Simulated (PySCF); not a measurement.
CH₇FOSi₂, SMILES [SiH3]C[Si@H](F)O.

Geometry optimised at PBE-D3(BJ)/def2-SVP. The structure was generated by enumeration; whether it is a known compound was not checked. The values are those of a single conformer.

Calculation: PBE/def2-TZVP (PySCF).

Gas-phase values at a fixed geometry.

```yaml
total_energy: -796.06865 hartree
highest_occupied_level: -7.43 eV
lowest_empty_level: -0.45 eV
orbital_gap: 6.98 eV
dipole_moment: 0.81 D
quadrupole, principal values (traceless, Buckingham form, about the centre of nuclear charge): -9.75, -0.33, 10.08 D·Å
mean_static_polarisability: 69.0 bohr³ (10.22 Å³)
polarisability_principal_values: 61.6, 65.4, 79.9 bohr³
```
